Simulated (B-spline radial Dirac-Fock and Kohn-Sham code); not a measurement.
## Radiative decay of the 2p3/2 hole in Pm³⁺

System: Pm³⁺, 1s2 2s2 2p6 3s2 3p6 3d10 4s2 4p6 4d10 4f4 5s2 5p6, inside a Watson sphere of charge -3 and radius 1.6 Å (a model of the Madelung potential; inside it an electron's potential energy is raised by 27.0 eV).

Input of the calculation (task.json; shells as n, l, electrons):

```json
{"items": [{
  "Z": 61,
  "q": 3,
  "cfg": [[1, 0, 2], [2, 0, 2], [2, 1, 6], [3, 0, 2], [3, 1, 6], [3, 2, 10], [4, 0, 2], [4, 1, 6], [4, 2, 10], [4, 3, 4], [5, 0, 2], [5, 1, 6]],
  "A": 145,
  "rrms": 4.962,
  "watson": [-3, 1.6],
  "do": ["binding", "quiet", "decay"],
  "holes": ["K", "L1", "L2", "L3", "M1", "M2", "M3", "M4", "M5", "N1", "N2", "N3", "N4", "N5"]
}]}
```

Run with: `python xray_run.py task.json out`

These are calculated numbers from a B-spline atomic structure program; the model is independent-particle rates on relativistic LDA orbitals of the hole state (multipoles up to L = 3, Coulomb Auger matrix elements, transition energies from Dirac-Fock).

```tsv
line	multipole	energy (eV)	width (meV)	share (%)
Lℓ	E1	4805.9	15.4	3.15
L3-M2	E2	4985.2	0.120	0.0244
L3-M3	E2	5098.5	0.110	0.0225
Lα2	E1	5406.4	40.9	8.34
Lα1	E1	5430.2	362	73.8
Lβ6	E1	6118.8	3.65	0.744
Lβ15	E1	6330.1	6.78	1.38
Lβ2	E1	6334.5	60.7	12.4
Lβ7	E1	6420.2	0.686	0.140
```

The listed lines hold 100.0 % of the radiative rate. The radiative width is 0.490 eV in the length form and 0.497 eV in the velocity form; the two differ because the transition energies are not eigenvalue differences of the potential that gave the orbitals.
